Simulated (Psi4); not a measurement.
ClO, doublet, geometry from GFN2-xTB. Base run: B3LYP/cc-pVTZ in Psi4.

Here is a job for Psi4.
```
memory 2 GB

molecule {
0 2
Cl   -0.00000000   -0.00000000   -0.49281646
O     0.00000000    0.00000000    1.04723499
}

set {
  basis cc-pvtz
  reference uks
}

energy('b3lyp')
print_variables()
```

The base run was repeated with changes; each row names its change, and settings that it needs were set with it.

| change | ΔE vs base (µEh) | SCF cycles | grid points | basis functions |
|---|---|---|---|---|
| base | 0.0 | 10 | 42114 | 64 |
| level_shift = 1.0 | 0.0 | 10 | 42114 | 64 |
| scf_type = disk_df | 0.0 | 10 | 42114 | 64 |
| cholesky_tolerance = 1e-3 (with scf_type cd) | 197 | 10 | 42114 | 64 |
| guess = sap | 0.0 | 11 | 42114 | 64 |
| dft_pruning_scheme = robust | 0.0 | 10 | 28678 | 64 |
| guess = core | 0.0 | 13 | 42114 | 64 |
| dft_spherical_points = 590 | -2.6 | 10 | 82150 | 64 |
| dft_radial_points = 50 | -3.9 | 10 | 28496 | 64 |
| dft_spherical_points = 110 | 50.0 | 10 | 15411 | 64 |
| guess = huckel | 0.0 | 10 | 42114 | 64 |
| scf_type = dfdirj+cosx | -95.1 | 10 | 42114 | 64 |
| level_shift = 0.3 | 0.0 | 10 | 42114 | 64 |

Open shells are given as the SCF converged; they aren't shown to be the lowest states, and a large step between rows can be another state.
